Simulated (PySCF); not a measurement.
BH6NO2Si, SMILES N[SiH2]B(O)O. Atoms are numbered in the order given.

```xyz
11

Si    -0.8563    -0.6849     0.4599
N     -1.8759     0.6356    -0.1583
B      0.9668     0.0219    -0.0902
O      2.1681    -0.4432     0.3384
O      0.8943     1.0422    -0.9899
H     -1.0585    -0.9989     1.9119
H     -1.2729    -1.8979    -0.3091
H     -2.8280     0.4021    -0.4337
H     -1.9127     1.4743     0.4207
H      2.9049     0.0277    -0.0802
H     -0.0464     1.2301    -1.1774
```
Charge 0, spin multiplicity 1.

Geometry: B3LYP-D3(BJ)/def2-SVP. The structure was generated by enumeration, and PubChem lists no compound with its InChIKey, so it may never have been made. The values are those of a single conformer.

Computed with PBE/def2-TZVP in PySCF.

Atomic charges (e):

```csv
atom,Löwdin,Mulliken,IAO
Si1,0.23,0.10,0.63
N2,-0.29,-0.64,-0.83
B3,-1.03,0.22,0.24
O4,0.20,-0.37,-0.52
O5,0.20,-0.35,-0.54
H6,-0.03,-0.04,-0.13
H7,-0.02,-0.03,-0.11
H8,0.16,0.24,0.27
H9,0.16,0.24,0.26
H10,0.21,0.31,0.36
H11,0.21,0.32,0.36
```

Computed Mayer and Wiberg (Löwdin basis) orders of the bonds:
| bond | Mayer | Wiberg |
|---|---|---|
| Si1–N2 | 1.06 | 1.43 |
| Si1–B3 | 0.94 | 1.06 |
| B3–O4 | 1.37 | 2.05 |
| B3–O5 | 1.36 | 2.04 |
| Si1–H6 | 0.91 | 0.92 |
| Si1–H7 | 0.95 | 0.91 |
| N2–H8 | 0.92 | 0.96 |
| N2–H9 | 0.92 | 0.96 |
| O4–H10 | 0.87 | 0.93 |
| O5–H11 | 0.83 | 0.90 |
